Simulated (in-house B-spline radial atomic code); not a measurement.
# RPA and G0W0 on r2SCAN: Te5+

Configuration [Kr] 4d10 5s1, highest spin, mean-field start r2SCAN. Computed with an all-electron radial atomic-structure program (B-spline basis): all electrons, scalar-relativistic (spin-free one-electron X2C), finite nucleus, each spin shell either full or empty, empty states to l = 9 with an (l + 1/2)⁻⁴ tail; G0W0 by contour deformation at full frequency.

Command:
```bash
python run_gw.py task.json out
```
Settings (radii: box in bohr, nucleus in fm):
```
Z                        52
electrons                47
configuration            [Kr] 4d10 5s1
hamiltonian              x2c
method                   r2scan
lmax                     9
rms_radius               4.7423
spin_polarised           True
box_radius               10.43
intervals                67
ion_configuration        [Kr] 4d10
```

Time taken, with all properties: 10 s on 1 thread of Arm Neoverse N1 (shared host).

Energies (hartree):

```tsv
term	value
mean-field total	-6788.27869
Hartree-Fock functional on these orbitals	-6785.59112
direct second order	-4.1936
second-order exchange	1.1615
SOSEX correction	1.0882
```

Q: What is the RPA correlation energy, and what remains with SOSEX?

A: RPA gives -3.7244 hartree (-2.16 eV per electron); RPA + SOSEX gives -2.6362, and the second-order doubles -3.0321 hartree (no singles). RPA lacks exchange-type terms and so overcorrelates at short range.

Quasi-particle levels (eV):

```tsv
level	occupied	mean field	Σx - vxc	Σc	QP weight	G0W0
5s up	yes	-65.71	-3.51	?	?	?
4d down	yes	-99.49	-10.45	0.49	0.952	-109.45
4d up	yes	-99.90	-10.35	0.47	0.947	-109.78
5s down	no	-62.82	7.19	-2.95	0.959	-58.59
```

G0W0 = mean field + (Σx - vxc) + Σc, with Σc (partial-wave tail included) taken at the quasi-particle energy. Only the outer levels were computed. Levels of low weight are left out.

Q: Where does G0W0 put 5s up?

A: At -71.43 eV, with Σc = -2.21 eV and a quasi-particle weight of 0.971. The tabulated removal energy is 69.1 ± 2 eV (NIST, tabulated theory); the calculation leaves out spin-orbit coupling, Breit and QED terms, and what these don't explain is the method's own error.

Q: What does it cost to remove one electron (to [Kr] 4d10) by differences of total energies, each species on its own start (correlation terms add to the Hartree-Fock functional)?

A: r2SCAN 70.74 eV, Hartree-Fock functional 68.96 eV, + RPA 71.22 eV, + RPA + SOSEX 70.48 eV, + second order 71.50 eV. Tabulated: 69.1 ± 2 eV (NIST, tabulated theory); the calculation leaves out spin-orbit coupling, Breit and QED terms, and what these don't explain is the method's own error.
